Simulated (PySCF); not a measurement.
Sn(H)2(SiH3)2 (H₈Si₂Sn), SMILES [SiH3][SnH2][SiH3].

Geometry: PBE0-D3(BJ)/def2-SVP. The structure was generated by enumeration; whether it is a known compound was not checked. The def2 effective core potentials stand for the cores of Sn; spin–orbit coupling is left out.

Two levels are set side by side: PBE/def2-TZVP (PySCF) and HF/def2-TZVP (PySCF). Same geometry, gas phase. Differences are taken from unrounded values.

```
quantity                        HF
---------------------------  -----
orbital gap (eV)             12.31
highest occupied level (eV)  -9.86
lowest empty level (eV)       2.45
dipole moment (D)             0.17
mean polarisability (bohr³)   98.7
```

**Question.** What does PBE give, and how far is it from HF? (Estimate from the structure and the level; the computed values follow.)

**Answer.** 
```
quantity                       PBE  PBE minus HF
---------------------------  -----  ------------
orbital gap (eV)              5.48         -6.84
highest occupied level (eV)  -6.66          3.20
lowest empty level (eV)      -1.18         -3.63
dipole moment (D)             0.11         -0.07
mean polarisability (bohr³)  110.1          11.4
```

PBE's occupied levels lie high since its potential decays too fast outside the molecule; exact exchange lowers them and widens the gap. PBE's more diffuse valence density responds more strongly to a field. Differences between two approximate levels are no errors against the true value.

Rough cost on one machine, each run with all the roots and properties that it gave: HF against PBE about 1/4.
